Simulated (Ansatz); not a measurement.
def2 core potentials replace the inner electrons of Sn.

Z-matrix (Å, degrees):
```
C
C 1 1.3331
H 1 1.0948 2 122.35
H 2 1.0956 1 122.27 3 -179.99
H 2 1.0962 4 116.74 1 180.00
Sn 1 2.1123 3 117.86 2 -179.99
Cl 6 2.3329 1 113.50 3 60.71
Cl 6 2.3329 1 113.50 3 -60.75
Cl 6 2.3370 1 108.15 3 179.91
```
Charge 0, spin multiplicity 1.

All values below come from frozen-core CCSD(T)/def2-TZVPP // PBE0-D3(BJ)/def2-SVP run with Ansatz (a program for electronic structure).

| Quantity | Result |
|---|---|
| HF energy | -1669.52594 Ha |
| MP2 correlation energy | -1.19613 Ha |

**Question.** Estimate the CCSD correlation energy, the (T) correction, the total energy and the T1 diagnostic.

**Answer.** 
```
Quantity                         Result
-----------------------  --------------
CCSD correlation energy     -1.24827 Ha
(T) correction              -0.05391 Ha
CCSD(T) total energy     -1670.82812 Ha
T1 diagnostic                     0.012
```
